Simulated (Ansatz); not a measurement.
The same path of a periodic cell of 17 atoms, Ag16P (surface Ag(110), adsorbate P) was run twice with different band settings. Lost on the way: Ag9–P17. Made: Ag11–P17.

These are results of DFT PBE-D3(BJ), scalar-relativistic, plane waves, PAW (Ansatz 0.2.0), not measurements. Settings: cutoff 420 eV, k mesh 2x3x1, gaussian smearing 0.15 eV, no spin polarisation.

Relaxed end points:

```xyz
17
Lattice="8.1800 0.0000 0.0000 0.0000 5.7841 0.0000 0.0000 0.0000 15.3381" Properties=species:S:1:pos:R:3
Ag 2.045 1.446 1.000
Ag 6.135 1.446 1.000
Ag 2.045 4.338 1.000
Ag 6.135 4.338 1.000
Ag -0.063 -0.008 2.377
Ag 4.152 -0.007 2.376
Ag -0.064 2.903 2.376
Ag 4.153 2.903 2.376
Ag 2.043 1.450 3.683
Ag 6.133 1.451 4.049
Ag 2.043 4.342 3.851
Ag 6.133 4.343 4.129
Ag 0.098 -0.006 5.330
Ag 3.988 -0.007 5.330
Ag 0.097 2.908 5.329
Ag 3.988 2.907 5.329
P 2.042 1.451 6.159
```

```xyz
17
Lattice="8.1800 0.0000 0.0000 0.0000 5.7841 0.0000 0.0000 0.0000 15.3381" Properties=species:S:1:pos:R:3
Ag 2.045 1.446 1.000
Ag 6.135 1.446 1.000
Ag 2.045 4.338 1.000
Ag 6.135 4.338 1.000
Ag -0.064 0.011 2.376
Ag 4.153 0.011 2.376
Ag -0.063 2.884 2.377
Ag 4.152 2.885 2.376
Ag 2.043 1.450 3.851
Ag 6.133 1.451 4.129
Ag 2.043 4.342 3.683
Ag 6.133 4.343 4.049
Ag 0.097 0.016 5.329
Ag 3.988 0.015 5.329
Ag 0.098 2.886 5.330
Ag 3.988 2.885 5.330
P 2.042 4.343 6.159
```

Common settings: climbing image yes; force threshold 0.05 eV/Å; end points relaxed; atoms held 1 to 4.

| run | movable images | spring | optimiser | start path | iteration limit | largest step |
| --- | --- | --- | --- | --- | --- | --- |
| 1 | 7 | 2.0 eV/Å² | quadratic models (default) | straight line | 23 | default |
| 2 | 3 | 5.0 eV/Å² | fire | default | 50 | 0.5 Å |

Question: What does each run give, and how far can it be trusted?

Answer: Run 1: converged after 6 iterations, highest image 0.201 eV above the first end. The order of the stationary point at the top wasn't checked.
Run 2: converged after 28 iterations, highest image 0.202 eV above the first end. The order of the stationary point at the top wasn't checked.
Limits of this set-up: coarse k mesh, thin slab, slab without dipole correction, odd electron count without spin.
